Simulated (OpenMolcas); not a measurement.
## F3+: the spin-orbit constant, Slater's ratio, worked from levels

```
Program             : OpenMolcas 26.06
Basis               : ANO-RCC-VTZP [4s3p2d1f]
Scalar Hamiltonian  : DKH2, point nucleus
Active space        : 4 electrons in 8 orbitals (2s 2p 3s 3p)
State averaging     : 2S+1 = 3 even, 3 roots; 2S+1 = 1 even, 6 roots; 2S+1 = 5 odd, 1 root; 2S+1 = 3 odd, 9 roots; 2S+1 = 1 odd, 8 roots
Spin-orbit coupling : state interaction with AMFI integrals over the reference wave functions, term energies averaged over their components
```

Methods: CASSCF; SS-CASPT2, IPEA 0.25 Eh, imaginary shift 0.1 Eh (closed shells correlated: 1s). Measured levels: Moore, Atomic Energy Levels, vol. I, NSRDS-NBS 35 (1971 reprint of NBS Circular 467, 1949).

**The spin-orbit constant.** For the Hund term 3P of p2, E(J) = (A/2) J(J+1) + constant and ζ = 2S·A = 2A. From J = 0 to J = 2 the energy changes by 3 A.

| Source | E(2) - E(0) | A | ζ |
| --- | --- | --- | --- |
| CASSCF | 651.3 | 217.1 | 434 |
| SS-CASPT2 | 650.4 | 216.8 | 434 |
| measured | 613.4 | 204.5 | 409 |

All in cm-1. SS-CASPT2 is off by +6.0 % and CASSCF by +6.2 %. Both methods take the spin-orbit matrix elements from the reference wave functions, so the second can move ζ only through the term energies and any multistate remixing. Second-order mixing with other terms is absorbed into this ζ.

**Slater's ratio.** With one set of orbitals, p2 has 1D - 3P = 6 F2 and 1S - 1D = 9 F2 (F2 = F²/25), a ratio of 3/2. Term energies are centres of gravity, weighted by 2J + 1.

| Source | 1D - 3P | 1S - 3P | F2 from the first | Ratio |
| --- | --- | --- | --- | --- |
| CASSCF | 27540 | 49401 | 4590 | 0.794 |
| SS-CASPT2 | 25568 | 53664 | 4261 | 1.099 |
| measured | 24825 | 53128 | 4138 | 1.140 |

Energies in cm-1. A ratio away from 3/2 shows effects beyond one configuration with one set of orbitals, and in heavier atoms second-order spin-orbit shifts. In CASSCF the valence s occupation is 1.88 in 1S against 1.97 in 1D: mixing out of s² acts most on 1S and pulls it down.

Term energies are means over components that CASPT2 splits; among the terms shown or strongly mixed into the levels shown the widest spread is 16 cm-1 (2s2 2p2 1D, SS-CASPT2). Active for correlation alone: 3p 3s; no level in the range computed is led by a configuration that fills them, so any true level of that kind is missing. Computed and measured levels are paired by configuration, term and J; levels that our copy of the source lacks, or whose pairing is in doubt (as where it misses far off the trend of its configuration), stay unpaired and out of the deviations. Levels of configurations outside the active space are missing.
